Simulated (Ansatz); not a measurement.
Consider the atomization: `[NH][SiH](N)Cl`• → Cl• + 4 H• + 2 N• + Si•.

Calculated with Ansatz (gas phase, PBE0-D4/def2-TZVP geometries, no zero-point term in ΔE). CBS: MP2 limit from def2 TZ/QZ plus the TZ coupled-cluster correction, frozen cores. This one scheme is used for every species, atoms too. DFT in def2-TZVPP. B3LYP here is the variant with VWN-RPA as its local correlation; programs differ in this. No spin–orbit coupling; open shells (•) take unrestricted orbitals. Spin–orbit coupling would lower the free atoms: a little for Cl, Si. One conformer a species, not always the lowest.

(1) What is ΔE at CCSD(T)/CBS? (Best estimate.)

(2) What do these levels give: LDA (SPW92), PBE0-D4, r2SCAN0-D4, B3LYP, HF/def2-SVP, MP2/def2-QZVPP? (Best estimate.)

(3) What do rigid-rotor, harmonic-oscillator terms from PBE0-D4/def2-TZVP frequencies (298.15 K, 1 bar) make of the CCSD(T)/CBS value? (Estimate.)

Largest T1 diagnostic among the species: 0.012.

Answers

(1) Ansatz gave: +2587.7 kJ/mol.

(2) Computed: LDA (SPW92) 2966.5, PBE0-D4 2583.1, r2SCAN0-D4 2542.4, B3LYP 2574.7, HF/def2-SVP 1722.2, MP2/def2-QZVPP 2579.6 kJ/mol.

(3) Computed: ΔZPE = -129.6 kJ/mol, ΔH = +2488.3 kJ/mol, ΔS = 769 J/(mol·K), ΔG = +2259.1 kJ/mol. Open shells count their whole term as degenerate.

From BLYP to BHLYP (50 % exact exchange), in def2-TZVPP and without D4, ΔE moves by −71.8 kJ/mol: exact exchange takes away binding that semilocal exchange gives to molecules. Leaving LDA and LC-ωPBE aside and taking each functional with its dispersion term where it has one, the values, not all of them listed here, spread over 119.8 kJ/mol, from BHLYP-D4 to PBE-D4. LDA lies +342.7 kJ/mol from PBE without D4, its usual overbinding. In def2-TZVPP, CCSD(T) changes the Hartree–Fock value by +717.5 kJ/mol (the triples alone add +41.2 kJ/mol) and MP2 by +749.5 kJ/mol; breaking electron pairs costs correlation energy, which Hartree–Fock lacks.

For atomizations the MP2-based limit and the directly extrapolated one differ by several kJ/mol either way, and by 10 to 25 for some Ge, Se and Sn compounds, so smaller differences from it don't rank the levels.
